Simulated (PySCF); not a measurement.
A side-by-side comparison of computed properties.

First species: C₉H₁₃N.
SMILES: `CCN(C)c1ccccc1`

Second species: C5H13N3Si2.
SMILES: `C[Si](C)(C)n1nncc1[SiH3]`

Levels: PBE0/pcSseg-1 for dipole moment, HOMO energy, LUMO energy and HOMO–LUMO gap; GFN2-xTB for rotational constant A and rotational constant C. Geometries: GFN2-xTB. Each structure is a single optimised conformer of the isolated species, non-relativistic unless stated. Electronic properties by PySCF.

Dipoles, sizes and rotational constants follow the conformer. The torsions of the flexible species, by atom-mapped SMILES:
- `[CH3:1][CH2:2][N:3]([CH3:4])[c:5]1[cH:6][cH:7][cH:8][cH:9][cH:10]1`: C1–C2–N3–C4 81°, C2–N3–C5–C6 174°
- `[CH3:1][Si:2]([CH3:3])([CH3:4])[n:5]1[n:6][n:7][cH:8][c:9]1[SiH3:10]`: C1–Si2–N5–N6 103°

Question: Which of the two has the higher HOMO energy, and by how much?

Answer: The first: -5.46 eV against -7.51 eV, a difference of 2.05 eV.

Question: Which of the two has the higher HOMO–LUMO gap, and by how much?

Answer: The second: 6.99 eV against 5.59 eV, a difference of 1.40 eV.

Question: Which of the two has the higher rotational constant A, and by how much?

Answer: The first: 2.589 GHz against 1.224 GHz, a difference of 1.365 GHz.

Question: Which has the higher rotational constant C?

Answer: The first: 0.746 GHz against 0.614 GHz, a difference of 0.132 GHz.

Question: Which of the two has the higher dipole moment, and by how much?

Answer: The second: 4.16 D against 2.11 D, a difference of 2.05 D.

Question: Which has the higher LUMO energy?

Answer: The first: 0.13 eV against -0.52 eV, a difference of 0.65 eV.

On the first: A dipole of 2.11 D is allowed in C1, and pure rotational transitions are dipole-allowed. In atomic units the dipole is 0.83 e·bohr (1 au = 2.5417 D).

On the second: In atomic units the dipole is 1.64 e·bohr (1 au = 2.5417 D).
